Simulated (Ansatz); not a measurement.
## Ansatz (development build ahead of 0.2.0) run

```yaml
crystal:
  periodic: [false, false, false]
  atoms:
    - { symbol: H, position_ang: [1.843, 0.0, 0.3589] }
    - { symbol: H, position_ang: [0.9215, 1.59608, 0.3589] }
    - { symbol: H, position_ang: [-0.9215, 1.59608, 0.3589] }
    - { symbol: H, position_ang: [-1.843, 0.0, 0.3589] }
    - { symbol: H, position_ang: [-0.9215, -1.59608, 0.3589] }
    - { symbol: H, position_ang: [0.9215, -1.59608, 0.3589] }
    - { symbol: H, position_ang: [1.843, 0.0, -0.3589] }
    - { symbol: H, position_ang: [0.9215, 1.59608, -0.3589] }
    - { symbol: H, position_ang: [-0.9215, 1.59608, -0.3589] }
    - { symbol: H, position_ang: [-1.843, 0.0, -0.3589] }
    - { symbol: H, position_ang: [-0.9215, -1.59608, -0.3589] }
    - { symbol: H, position_ang: [0.9215, -1.59608, -0.3589] }
basis:
  gaussian: { orbitals: "6-31G" }
hamiltonian:
  xc: hf
correlation:
  method: mp2
  frozen_orbitals: { H: 0 }
output:
  forces: true
```

The input is written out in the form of the current development build from the run's settings.

Output:

* Converged: yes
* Reference energy: -6.63128 hartree
* Correlation energy: -0.11068 hartree
* Total energy: -6.74196 hartree

Forces (eV/Å):
```json
{"atom": "H1", "Fx": "0.898", "Fy": "0.000", "Fz": "0.085"}
{"atom": "H2", "Fx": "0.449", "Fy": "0.778", "Fz": "0.085"}
{"atom": "H3", "Fx": "-0.449", "Fy": "0.778", "Fz": "0.085"}
{"atom": "H4", "Fx": "-0.898", "Fy": "0.000", "Fz": "0.085"}
{"atom": "H5", "Fx": "-0.449", "Fy": "-0.778", "Fz": "0.085"}
{"atom": "H6", "Fx": "0.449", "Fy": "-0.778", "Fz": "0.085"}
{"atom": "H7", "Fx": "0.898", "Fy": "0.000", "Fz": "-0.085"}
{"atom": "H8", "Fx": "0.449", "Fy": "0.778", "Fz": "-0.085"}
{"atom": "H9", "Fx": "-0.449", "Fy": "0.778", "Fz": "-0.085"}
{"atom": "H10", "Fx": "-0.898", "Fy": "0.000", "Fz": "-0.085"}
{"atom": "H11", "Fx": "-0.449", "Fy": "-0.778", "Fz": "-0.085"}
{"atom": "H12", "Fx": "0.449", "Fy": "-0.778", "Fz": "-0.085"}
```

Caution: no unrestricted run beside it, a lower state can exist.
